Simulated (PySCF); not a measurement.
## A small calculation by hand: entropy of an ideal gas

BH3N, SMILES N[BH] (connectivity only; charge and spin as stated), charge +1, multiplicity 1.

Geometry optimised at PBE-D3(BJ)/def2-TZVP. The spin state was assumed, not searched. The isomer is the one that the SMILES or the coordinates give; other isomers of the formula were not compared.

PBE-D3(BJ)/def2-TZVP (PySCF) gives the harmonic wavenumbers 553, 642, 719, 896, 1413, 1568, 2817, 3373, 3434 cm⁻¹ and the rotational temperatures 16.3357, 1.4298, 1.3148 K. The molar mass is 27.84 g/mol, the symmetry number 2, the spin multiplicity 1.

Question: Work out the entropy at 298.15 K and 1 atm in the rigid-rotor, harmonic-oscillator model.

Answer: 
Translation (Sackur–Tetrode at 1 atm): S = R[1.5 ln M + 2.5 ln T − 1.16487] = 150.2 J/(mol K).
Rotation: q = (√π/σ) T^1.5/√(θA θB θC) = 823, S = R[ln q + 3/2] = 68.3 J/(mol K).
Vibration: with u = 1.4388 ν/T, each mode gives R[u/(e^u − 1) − ln(1 − e^−u)]:
```json
[
 {"ν (cm⁻¹)": "553", "modes": "1", "u": "2.67", "S (J/(mol K))": "2.25"},
 {"ν (cm⁻¹)": "642", "modes": "1", "u": "3.10", "S (J/(mol K))": "1.60"},
 {"ν (cm⁻¹)": "719", "modes": "1", "u": "3.47", "S (J/(mol K))": "1.19"},
 {"ν (cm⁻¹)": "896", "modes": "1", "u": "4.32", "S (J/(mol K))": "0.59"},
 {"ν (cm⁻¹)": "1413", "modes": "1", "u": "6.82", "S (J/(mol K))": "0.07"},
 {"ν (cm⁻¹)": "1568", "modes": "1", "u": "7.57", "S (J/(mol K))": "0.04"}
]
```
The stiffer modes add less than 0.005 each. Sum 5.7 J/(mol K).
Spin: R ln 1 = 0.0 J/(mol K).
Total 224.3 J/(mol K); the program's own thermochemistry gives 224.3. Translation makes up 67 % and vibration 3 %. Anharmonicity, hindered rotation and orbital degeneracy are left out.
